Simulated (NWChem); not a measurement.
CuH₂S₂, doublet; SMILES [SH][Cu][SH]

```xyz
5

Cu     0.0000     0.0000     0.0567
S     -2.1363     0.0019     0.0711
H     -2.2595     0.0021    -1.2780
S      2.1363    -0.0019     0.0711
H      2.2595    -0.0021    -1.2780
```
Atoms are numbered in this order, from 1.

Level: PBE0/def2-SVP, spin-unrestricted (NWChem), optimised geometry, unscaled harmonic frequencies. In the optimisation the excess spin sits in a (C2, its own frame). The spin multiplicity was typed, not searched, and may not be the lowest.

```json
[
 {"frequency (cm⁻¹)": "75", "IR intensity (km/mol)": "7.1"},
 {"frequency (cm⁻¹)": "102", "IR intensity (km/mol)": "4.1"},
 {"frequency (cm⁻¹)": "316", "IR intensity (km/mol)": "0.0"},
 {"frequency (cm⁻¹)": "321", "IR intensity (km/mol)": "0.0"},
 {"frequency (cm⁻¹)": "445", "IR intensity (km/mol)": "8.3"},
 {"frequency (cm⁻¹)": "523", "IR intensity (km/mol)": "37.7"},
 {"frequency (cm⁻¹)": "563", "IR intensity (km/mol)": "0.7"},
 {"frequency (cm⁻¹)": "2695", "IR intensity (km/mol)": "8.8"},
 {"frequency (cm⁻¹)": "2695", "IR intensity (km/mol)": "0.6"}
]
```

```
Quantity                                                                                             Result
-----------------------------------------------------------------------------------------  ----------------
zero-point energy                                                                             11.1 kcal/mol
thermal correction to the enthalpy at 298.15 K (with zero-point energy)                       15.3 kcal/mol
heat capacity Cv                                                                           16.8 cal/(mol K)
entropy at 298.15 K and 1 atm (symmetry number 2, electronic part: spin degeneracy alone)  76.6 cal/(mol K)
dipole moment                                                                                        1.86 D
```

Rigid rotor and harmonic oscillator; modes under 100 cm⁻¹ make the entropy uncertain.
